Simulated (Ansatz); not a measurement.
Born–Oppenheimer molecular dynamics of ClH₃Sn (5 atoms, charge 0, multiplicity 1). It starts from a relaxed structure.

Computed with RKS BLYP-D4/def2-TZVP (Ansatz 0.2.0).

* ensemble: NVT, Nosé–Hoover chain
* time step: 0.5 fs
* steps asked: 150
* set temperature: 500 K
* thermostat: time constant 20 fs, chain length 3
* seed: 283970

First frame:

```xyz
5
Properties=species:S:1:pos:R:3
Sn -0.054 0.000 0.020
H 0.049 0.000 1.735
Cl 2.191 0.000 -0.774
H -0.776 1.430 -0.601
H -0.776 -1.430 -0.601
```

(1) What does the run give?

(2) What happens to the structure?

(3) How do temperature and energy run in time?

## Answers

(1) The run went to its last step.

```
steps done                                               : 150
time covered                                             : 75 fs
mean temperature over the second half                    : 560 K
spread of the potential energy over the second half      : 19.4 meV per atom
mean potential energy of the second half above the start : 44.4 meV per atom
```

The conserved energy stayed within 0.48 meV per atom of its start (net change 0.16 meV per atom), so the integration is sound. The mean temperature of the second half is 12 % above the set value. A run of 0.075 ps of so small a system gives no equilibrium averages.

(2) The same pairs are bonded in the first frame and the last. Pairs count as bonded within 1.25 times the sum of covalent radii (0.12 Å more for H–H). The details hang on the random start.

(3) 
```
time (fs)  T (K)  potential energy less start (eV)  conserved less start (meV/atom)
      0.0    500                             0.000                             0.00
      3.5    203                             0.116                             0.17
      7.0    339                             0.066                             0.03
     10.5    202                             0.127                             0.10
     14.0     38                             0.194                             0.18
     17.5    388                             0.072                             0.01
     21.0    205                             0.171                             0.22
     24.5    548                             0.064                             0.04
     28.0    582                             0.107                             0.15
     31.5    263                             0.258                             0.28
     35.0    593                             0.153                             0.11
     38.5    364                             0.266                             0.21
     42.0    499                             0.223                             0.17
     45.5    800                             0.124                             0.12
     49.0    328                             0.313                             0.34
     52.5    675                             0.182                             0.19
     56.0    688                             0.178                             0.03
     59.5    187                             0.373                             0.39
     63.0    763                             0.151                             0.04
     66.5    253                             0.349                             0.35
     70.0    600                             0.217                             0.24
     73.5   1043                             0.044                             0.04
```

Run time: 2.9 min on 2 threads of Arm Neoverse V2, with other jobs on the host, peak memory 0.16 GiB.
